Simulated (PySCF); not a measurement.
W(F)5(OH) (F₅HOW), SMILES [F][W]([OH])([F])([F])([F])[F], multiplicity 1. Geometry optimised at B3LYP-D3(BJ)/def2-SVP. The spin state was assumed, not searched. The isomer is the one that the SMILES or the coordinates give; other isomers of the formula were not compared. The def2 effective core potentials stand for the cores of W; spin–orbit coupling is left out. One conformer was computed; it need not be the lowest.

Level of theory: B3LYP-D3(BJ)/def2-SVP in PySCF.

Harmonic wavenumbers (cm⁻¹): 87, 87, 165, 192, 192, 265, 303, 316, 316, 400, 400, 673, 685, 711, 711, 737, 811, 3917. Rotational constants (GHz): 1.952, 1.952, 1.922; symmetry number 4.

Question: Work out the zero-point energy and the ideal-gas rigid-rotor harmonic-oscillator thermochemistry at 298.15 K and 1 atm.

Answer: ZPE = ½ Σ hcν = ½ × 10966 cm⁻¹ = 15.68 kcal/mol. H − E(el) = 21.95 kcal/mol. Entropy in cal/(mol K): translation 42.95, rotation 25.42, vibration 23.71, total 92.08. G − E(el) = -5.50 kcal/mol. Cp = 31.84 cal/(mol K). Modes under 150 cm⁻¹ make the vibrational entropy uncertain.
